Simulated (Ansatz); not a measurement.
# A barrier at the coupled-cluster level

Start structure (Si2H8O2, singlet), relaxed at PBE0-D4/def2-TZVP:

```
12
angstrom
Si -2.2614 0.4095 0.1520
O -1.1744 -0.2932 -0.8911
H -3.0037 1.5073 -0.5193
H -3.2371 -0.5986 0.6410
H -1.4428 0.9333 1.2659
H 0.6179 0.1585 -0.8956
O 1.5488 0.4114 -0.8062
Si 2.4029 -0.2943 0.4002
H -1.5143 -0.7144 -1.6821
H 3.7580 0.3078 0.3768
H 1.7845 -0.0574 1.7369
H 2.5217 -1.7700 0.2214
```

The step: SiH₄O ([OH][SiH3]) + SiH₄O ([OH][SiH3]) → Si₂H₆O ([SiH3][O][SiH3]) + H₂O; bonds formed: Si1–O7, O2–H6; bonds broken: Si1–O2, H6–O7. Computed with Ansatz 0.2.0 (basis: def2-TZVPP and def2-QZVPP); correlated methods freeze the cores. Extrapolation: Hartree–Fock as exp(−7.88 √X), correlation as X^−2.97. Energies below are by CCSD(T) at an estimated basis limit (MP2 extrapolated from triple and quadruple zeta, plus CCSD(T) − MP2 in triple zeta).

Question: What are the electronic barrier and the energy of the step, from the start structure to the end structure? (To be estimated.)

Answer: The calculation gives: Barrier 124.0 kJ/mol; step energy -11.0 kJ/mol (downhill); reverse barrier, their difference, 135.0 kJ/mol. Barrier and step energy count from the start structure, the reverse barrier from the end structure.

The saddle point: One imaginary mode of 712i cm⁻¹.
```tsv
pair	start (Å)	saddle (Å)	end (Å)
Si1–O7	3.93	1.94	1.65
O2–H6	1.85	1.10	0.96
Si1–O2	1.66	1.85	3.42
H6–O7	0.97	1.31	2.05
```

Zero-point energy (harmonic, PBE0-D4): ZPE is 206.9 kJ/mol at the start and 201.8 kJ/mol at the saddle, so the barrier goes from 124.0 to 118.8 kJ/mol.

T1 diagnostic: at most 0.012.

Labels in which every atom is bracketed show which atoms are joined, not bond orders.

For scale, one of the runs: CCSD(T)/def2-TZVPP, 258 basis functions, launched by `ansatz run in.yaml --threads 4 --pin off --events-out ev --progress --plain --max-ram 9574MiB`. Time: 110 s of wall clock on 4 CPU threads of an Arm Neoverse V2; the host was shared. Peak host memory: 5.7 GiB.
